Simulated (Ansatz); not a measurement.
# A barrier at the coupled-cluster level

Start structure (AlH$_{6}$O$_{4}$F, closed shell), relaxed at PBE0-D4/def2-TZVP:

| atom | x (Å) | y (Å) | z (Å) |
| --- | --- | --- | --- |
| Al1 | -0.4070 | -0.5704 | 0.8454 |
| O2 | 1.2118 | -0.6754 | 0.1991 |
| O3 | -1.0422 | 0.7375 | -0.3752 |
| O4 | -1.2578 | -2.0385 | 0.7212 |
| H5 | 1.6753 | 1.9063 | -1.5083 |
| F6 | -0.6139 | 0.3249 | 2.2398 |
| H7 | 1.4267 | 0.4243 | -1.0383 |
| O8 | 1.1041 | 1.1470 | -1.6427 |
| H9 | 1.6129 | -1.5423 | 0.1469 |
| H10 | -1.4653 | 1.4844 | 0.0585 |
| H11 | -1.9628 | -2.2696 | 1.3215 |
| H12 | -0.2817 | 1.0717 | -0.9677 |

The step: AlH₄O₃F ([OH][Al]([OH])([OH2])[F]) + H₂O → AlH₄O₃F ([OH][Al]([OH])([OH2])[F]) + H₂O; bonds formed: O2–H7, O8–H12; bonds broken: O3–H12, H7–O8. Ansatz 0.2.0; basis: def2-TZVPP and def2-QZVPP; cores frozen in the correlated methods. Extrapolation: Hartree–Fock as exp(−7.88 √X), correlation as X^−2.97. Energies below are by CCSD(T) at an estimated basis limit (MP2 extrapolated from triple and quadruple zeta, plus CCSD(T) − MP2 in triple zeta).

Question: What are the electronic barrier and the energy of the step, from the start structure to the end structure? (To be estimated.)

Answer: Computed: Barrier 0.300 eV; step energy -0.023 eV (downhill); reverse barrier, their difference, 0.323 eV. Barrier and step energy count from the start structure, the reverse barrier from the end structure.

The saddle point: One imaginary mode of 796i cm⁻¹.
```json
{"pair": "O2–H7", "start (Å)": "1.67", "saddle (Å)": "1.28", "end (Å)": "1.02"}
{"pair": "O8–H12", "start (Å)": "1.54", "saddle (Å)": "1.15", "end (Å)": "0.99"}
{"pair": "O3–H12", "start (Å)": "1.02", "saddle (Å)": "1.27", "end (Å)": "1.68"}
{"pair": "H7–O8", "start (Å)": "1.00", "saddle (Å)": "1.14", "end (Å)": "1.54"}
```

Zero-point energy (harmonic, PBE0-D4): ZPE is 2.224 eV at the start and 2.091 eV at the saddle, so the barrier goes from 0.300 to 0.167 eV.

No T1 diagnostic of these runs exceeds 0.011.

Labels in which every atom is bracketed show which atoms are joined, not bond orders.

For scale, one of the runs: CCSD(T)/def2-TZVPP, 281 basis functions, launched by `ansatz run in.yaml --threads 8 --pin off --events-out ev --progress --plain --max-ram 19148MiB`. Time: 3.5 min of wall clock on 8 CPU threads of an Arm Neoverse V2; the host was shared. Peak host memory: 8.9 GiB.
